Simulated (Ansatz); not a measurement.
One change: `NB(F)Br` becomes `C=NB(F)Br`.

Ansatz, PBE0-D4/def2-TZVP geometries, multiplicity 1. Each molecule was computed in one conformer, which needn't be the lowest.

Scalar relativity is left out up to krypton.

```csv
property,`NB(F)Br`
HOMO energy (B3LYP/def2-TZVPP) / eV,-8.02
zero-point energy (PBE0-D4/def2-TZVP) / kJ/mol,91.8
HOMO energy (ωB97M-V/def2-TZVPP) / eV,-10.52
LUMO energy (PBE/def2-TZVPP) / eV,-0.23
LUMO energy (B3LYP/def2-TZVPP) / eV,0.26
HOMO energy (PBE0/def2-TZVPP) / eV,-8.28
```

Task: What does the change do to each property? (An estimate is asked.)

Result: Ansatz gave: 
| property | `C=NB(F)Br` | shift |
| --- | --- | --- |
| HOMO energy (B3LYP/def2-TZVPP) / eV | -7.63 | 0.39 |
| zero-point energy (PBE0-D4/def2-TZVP) / kJ/mol | 101.2 | 9.4 |
| HOMO energy (ωB97M-V/def2-TZVPP) / eV | -10.09 | 0.43 |
| LUMO energy (PBE/def2-TZVPP) / eV | -2.77 | -2.54 |
| LUMO energy (B3LYP/def2-TZVPP) / eV | -1.92 | -2.18 |
| HOMO energy (PBE0/def2-TZVPP) / eV | -7.86 | 0.42 |

With PBE0 the HOMO rises by 0.42 eV and the LUMO falls by 2.29 eV, so the gap narrows by about 2.71 eV. PBE moves the HOMO by 0.41 eV and ωB97M-V by 0.43 eV. The zero-point energy changes by 9.4 kJ/mol with +3 modes.

B3LYP here is the variant with VWN-RPA as its local correlation; programs differ in this.

Spin–orbit coupling is left out; it splits and shifts lone-pair levels of the heavy atoms by tenths of an eV.
